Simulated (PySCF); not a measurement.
C7H5FO2.
Bonds: O1–C2 (double), C2–O3, C2–C4, C4–C5 (aromatic), C5–C6 (aromatic), C6–C7 (aromatic), C7–C8 (aromatic), C8–F9, C8–C10 (aromatic), C4–C10 (aromatic). Hydrogens: H11 on O3; H12 on C5; H13 on C6; H14 on C7; H15 on C10.

Level: CAM-B3LYP/def2-SVPD in PySCF, non-relativistic, on one gas-phase PBE0-D3(BJ)/def2-SVP geometry that isn't relaxed in the solvent. The solvent is an IEF-PCM continuum (Bondi radii, 1.10 Å for H, scaled by 1.2), and excitations are vertical TDDFT with non-equilibrium linear response and a frozen core. The model holds no explicit solvent molecules, cavitation or dispersion.

Gas-phase singlets (H = HOMO, L = LUMO):

| state | E (eV) | λ (nm) | f | leading configurations |
| --- | --- | --- | --- | --- |
| S1 | 4.971 | 249 | 0.045 | H→L 78%, H-1→L+1 13% |
| S2 | 5.222 | 237 | 0.000 | H-2→L 87%, H-2→L+6 10% |
| S3 | 5.660 | 219 | 0.167 | H-1→L 72%, H→L+1 18% |
| S4 | 6.708 | 185 | 0.456 | H→L+1 68%, H-1→L 20% |
| S5 | 6.895 | 180 | 0.408 | H-1→L+1 73%, H→L 9% |

How does the list change in cyclohexane (ε = 2.017)?

```json
{"state": "S1", "E (eV)": "4.936", "λ (nm)": "251", "f": "0.066", "leading configurations": "H→L 81%, H-1→L+1 11%", "change by rank (eV)": "-0.035"}
{"state": "S2", "E (eV)": "5.280", "λ (nm)": "235", "f": "0.000", "leading configurations": "H-2→L 87%, H-2→L+5 10%", "change by rank (eV)": "+0.058"}
{"state": "S3", "E (eV)": "5.577", "λ (nm)": "222", "f": "0.247", "leading configurations": "H-1→L 78%, H→L+1 13%", "change by rank (eV)": "-0.083"}
{"state": "S4", "E (eV)": "6.573", "λ (nm)": "189", "f": "0.566", "leading configurations": "H→L+1 76%, H-1→L 16%", "change by rank (eV)": "-0.135"}
{"state": "S5", "E (eV)": "6.757", "λ (nm)": "184", "f": "0.456", "leading configurations": "H-1→L+1 80%, H→L 8%", "change by rank (eV)": "-0.138"}
```

How does the list change in chloroform (ε = 4.711)?

```csv
state,E (eV),λ (nm),f,leading configurations,change by rank (eV)
S1,4.934,251,0.065,"H→L 81%, H-1→L+1 11%",-0.037
S2,5.325,233,0.000,"H-2→L 87%, H-2→L+5 10%",+0.103
S3,5.562,223,0.256,"H-1→L 79%, H→L+1 12%",-0.098
S4,6.572,189,0.554,"H→L+1 76%, H-1→L 15%",-0.136
S5,6.749,184,0.459,"H-1→L+1 79%, H→L 8%",-0.146
```

The ground-state energy changes by -0.230 eV from gas to chloroform. By how much does the total energy of gas-phase S1 change?

E(S1) = E(S0) + excitation energy, so it changes by -0.230 − 0.037 = -0.267 eV: it is lowered more than the ground state, which is what a red shift means. This is the vertical state, with the slow part of the continuum still set for S0.

How do the frontier levels move from gas to chloroform?

```
orbital  gas (eV)  solvent (eV)  change (eV)
 LUMO+2      0.93          1.12        +0.19
 LUMO+1      0.43          0.55        +0.12
   LUMO     -0.77         -0.69        +0.08
   HOMO     -8.82         -8.74        +0.08
 HOMO-1     -9.29         -9.17        +0.12
 HOMO-2    -10.01        -10.06        -0.05
 HOMO-3    -11.17        -11.16        +0.01
```

The HOMO–LUMO gap goes from 8.06 to 8.05 eV.

Time: 68 s of wall time. Hardware: one thread, Arm Neoverse V1, on a shared host. This is the whole response run at CAM-B3LYP/def2-SVPD in chloroform, SCF included.

Shape of the structure used: `[O:1]=[C:2]([OH:3])[c:4]1[cH:5][cH:6][cH:7][c:8]([F:9])[cH:10]1`: O1–C2–C4–C5 -1°, H–O3–C2–O1 0°.
